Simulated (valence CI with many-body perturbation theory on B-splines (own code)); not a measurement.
E1 line list for Co²²⁺

Computed by configuration interaction combined with many-body perturbation theory (CI+MBPT): three valence electrons over a frozen Dirac-Fock core [He], a basis of 11 s, 11 p, 10 d, 8 f, 5 g, 2 h functions for each j, with the one-electron correlation potential Σ1, the two-electron term Σ2, the three-electron term Σ3, Breit, model QED; selected CI, second order for the rest, scaled by the run's own slope (own B-spline code, finite nucleus).

No measured spectrum was set against this ion. As an estimate, levels of excited configurations hold to 0.05 to 0.15 % of their energy, terms of the ground configuration to about 0.5 %.

Lines 201 to 250 of 585 in falling wavelength, among levels below 1617.7 eV, chosen from the strongest by gf and those to the six lowest levels. Wavelengths and rates use the calculated energies, so an error of 800 cm⁻¹ moves a line at 3.450 nm by 0.028 % and its rate by three times that or more. Electric multipoles are in the length gauge with retardation, E1 and E2 with the static RPA response of the core. Weak lines are less certain than strong ones. Lines between different terms over intervals too small for the method are left out, as are lines whose strength nearly cancels. Where a level lies close to another of its J and parity, the split of strength between their lines is uncertain. The highest levels of a list are the least certain.

Names give the largest LS component (configuration and term), which can be under half, so a name can repeat, a term be missing and a line seem to break the LS rules; names also repeat where a configuration has a term twice. Letters in brackets count levels of one name in rising energy.

| λ vac (nm) | Upper | Lower | A (s⁻¹) | S (a.u.) with core polarisation | S without |
| --- | --- | --- | --- | --- | --- |
| 3.450 | 2s 2p 4f 2F_5/2 | 2s 2p 3d 2D°_5/2 | 1.37e+11 | 1.67e-02 | 1.67e-02 |
| 3.450 | 2s 2p 4f 4G_5/2 | 2s 2p 3d 4P°_5/2 | 1.14e+11 | 1.38e-02 | 1.38e-02 |
| 3.449 | 2s 2p 4f 4D_5/2 | 2s 2p 3d 2F°_5/2 [b] | 8.57e+11 | 1.04e-01 | 1.04e-01 |
| 3.447 | 2s 2p 4f 2F_7/2 [b] | 2s 2p 3d 2D°_5/2 | 3.32e+12 | 5.36e-01 | 5.37e-01 |
| 3.446 | 2s 2p 4f 4F_7/2 [a] | 2s 2p 3d 4P°_5/2 | 1.81e+12 | 2.93e-01 | 2.93e-01 |
| 3.443 | 2s 2p 4s 4P°_3/2 | 2s 2p 3p 4D_5/2 | 3.49e+11 | 2.81e-02 | 2.81e-02 |
| 3.442 | 2s2 4s 2S_1/2 | 2s2 3p 2P°_3/2 | 5.09e+11 | 2.05e-02 | 2.05e-02 |
| 3.440 | 2s 2p 4f 2G_7/2 [b] | 2s 2p 3d 2D°_5/2 | 1.62e+11 | 2.61e-02 | 2.61e-02 |
| 3.440 | 2s 2p 4s 2P°_3/2 [b] | 2s 2p 3p 2D_5/2 [b] | 3.60e+11 | 2.89e-02 | 2.89e-02 |
| 3.432 | 2s 2p 4f 2F_5/2 | 2s 2p 3d 2D°_3/2 [b] | 3.17e+12 | 3.79e-01 | 3.80e-01 |
| 3.430 | 2s 2p 4f 2D_5/2 [a] | 2s 2p 3s 2P°_3/2 [b] | 3.00e+11 | 3.59e-02 | 3.59e-02 |
| 3.429 | 2s 2p 4f 2D_5/2 [b] | 2s 2p 3d 2D°_5/2 | 5.65e+11 | 6.75e-02 | 6.75e-02 |
| 3.428 | 2s 2p 4f 4F_3/2 | 2s 2p 3d 4D°_1/2 | 2.54e+12 | 2.02e-01 | 2.02e-01 |
| 3.426 | 2s 2p 4s 4P°_5/2 | 2s 2p 3p 4D_7/2 | 3.13e+11 | 3.72e-02 | 3.72e-02 |
| 3.424 | 2s2 4f 2F°_5/2 | 2s2 3d 2D_5/2 | 2.67e+11 | 3.18e-02 | 3.18e-02 |
| 3.424 | 2s 2p 4f 4F_5/2 [b] | 2s 2p 3d 4P°_3/2 | 1.54e+12 | 1.83e-01 | 1.83e-01 |
| 3.424 | 2s 2p 4f 4F_3/2 | 2s 2p 3d 4D°_3/2 | 8.65e+11 | 6.85e-02 | 6.85e-02 |
| 3.423 | 2s 2p 4f 4D_3/2 | 2s 2p 3d 4P°_1/2 | 1.15e+12 | 9.14e-02 | 9.15e-02 |
| 3.422 | 2s2 4f 2F°_7/2 | 2s2 3d 2D_5/2 | 4.01e+12 | 6.34e-01 | 6.34e-01 |
| 3.421 | 2s 2p 4f 4F_5/2 [a] | 2s 2p 3d 4D°_3/2 | 2.70e+12 | 3.20e-01 | 3.20e-01 |
| 3.419 | 2s 2p 4f 4D_1/2 | 2s 2p 3d 4P°_1/2 | 3.11e+12 | 1.23e-01 | 1.23e-01 |
| 3.419 | 2s 2p 4f 2F_5/2 | 2s 2p 3d 2F°_5/2 [c] | 5.22e+11 | 6.18e-02 | 6.18e-02 |
| 3.419 | 2s 2p 4f 4D_3/2 | 2s 2p 3d 4P°_3/2 | 2.10e+12 | 1.65e-01 | 1.65e-01 |
| 3.418 | 2s 2p 4f 4F_7/2 [b] | 2s 2p 3d 4D°_5/2 | 2.18e+12 | 3.44e-01 | 3.45e-01 |
| 3.415 | 2s 2p 4f 4F_5/2 [b] | 2s 2p 3d 4D°_5/2 | 1.46e+12 | 1.72e-01 | 1.72e-01 |
| 3.415 | 2s 2p 4f 4D_5/2 | 2s 2p 3d 4P°_3/2 | 3.50e+11 | 4.13e-02 | 4.14e-02 |
| 3.415 | 2s 2p 4f 4D_1/2 | 2s 2p 3d 4P°_3/2 | 8.79e+11 | 3.45e-02 | 3.46e-02 |
| 3.414 | 2s 2p 4f 2F_7/2 [b] | 2s 2p 3d 2F°_7/2 [b] | 4.54e+11 | 7.13e-02 | 7.14e-02 |
| 3.414 | 2s 2p 4f 2D_3/2 [b] | 2s 2p 3d 2D°_3/2 [b] | 5.59e+11 | 4.39e-02 | 4.39e-02 |
| 3.413 | 2s 2p 4s 2P°_3/2 [b] | 2s 2p 3p 2D_3/2 [b] | 1.72e+11 | 1.35e-02 | 1.35e-02 |
| 3.413 | 2s 2p 4f 2F_7/2 [a] | 2s 2p 3d 4D°_5/2 | 2.11e+11 | 3.32e-02 | 3.32e-02 |
| 3.410 | 2s2 4f 2F°_5/2 | 2s2 3d 2D_3/2 | 3.76e+12 | 4.41e-01 | 4.41e-01 |
| 3.410 | 2s 2p 4f 4D_3/2 | 2s 2p 3d 4D°_5/2 | 4.14e+11 | 3.24e-02 | 3.24e-02 |
| 3.410 | 2s 2p 4f 2G_7/2 [b] | 2s 2p 3d 2F°_5/2 [c] | 3.40e+12 | 5.32e-01 | 5.33e-01 |
| 3.410 | 2s 2p 4p 4D_7/2 [a] | 2s 2p 3d 4P°_5/2 | 4.63e+11 | 7.24e-02 | 7.24e-02 |
| 3.409 | 2s 2p 4p 4D_7/2 [b] | 2s 2p 3d 4P°_5/2 | 5.58e+11 | 8.73e-02 | 8.73e-02 |
| 3.409 | 2s 2p 4f 2D_3/2 [b] | 2p2 3p 4D°_1/2 | 2.20e+11 | 1.72e-02 | 1.72e-02 |
| 3.408 | 2s 2p 4f 4F_5/2 [a] | 2s 2p 3d 4P°_5/2 | 3.86e+11 | 4.53e-02 | 4.53e-02 |
| 3.407 | 2s 2p 4f 2G_7/2 [b] | 2s 2p 3d 2F°_7/2 [b] | 1.11e+11 | 1.74e-02 | 1.74e-02 |
| 3.407 | 2s 2p 4f 4D_5/2 | 2s 2p 3d 4D°_5/2 | 2.47e+11 | 2.89e-02 | 2.89e-02 |
| 3.406 | 2s 2p 4f 4F_7/2 [b] | 2s 2p 3d 4D°_7/2 | 1.02e+12 | 1.59e-01 | 1.59e-01 |
| 3.406 | 2s 2p 4f 4F_9/2 | 2s 2p 3d 4D°_7/2 | 3.02e+12 | 5.88e-01 | 5.88e-01 |
| 3.405 | 2s 2p 4f 2G_9/2 [b] | 2s 2p 3d 2F°_7/2 [b] | 3.76e+12 | 7.32e-01 | 7.32e-01 |
| 3.404 | 2s 2p 4f 4F_5/2 [b] | 2s 2p 3d 4D°_7/2 | 1.71e+11 | 2.00e-02 | 2.00e-02 |
| 3.402 | 2s 2p 4p 4D_7/2 [a] | 2s 2p 3d 4F°_7/2 | 1.24e+11 | 1.93e-02 | 1.93e-02 |
| 3.401 | 2s 2p 4p 4D_7/2 [b] | 2s 2p 3d 4F°_7/2 | 1.44e+11 | 2.24e-02 | 2.24e-02 |
| 3.401 | 2s 2p 4f 2F_7/2 [a] | 2s 2p 3d 4D°_7/2 | 2.97e+11 | 4.61e-02 | 4.61e-02 |
| 3.400 | 2s 2p 4f 2G_7/2 [a] | 2s 2p 3d 4P°_5/2 | 8.39e+11 | 1.30e-01 | 1.30e-01 |
| 3.400 | 2s 2p 4f 4G_9/2 | 2s 2p 3d 4F°_7/2 | 3.57e+12 | 6.93e-01 | 6.93e-01 |
| 3.397 | 2s 2p 4f 4F_7/2 [a] | 2s 2p 3d 4F°_5/2 | 1.74e+12 | 2.69e-01 | 2.70e-01 |
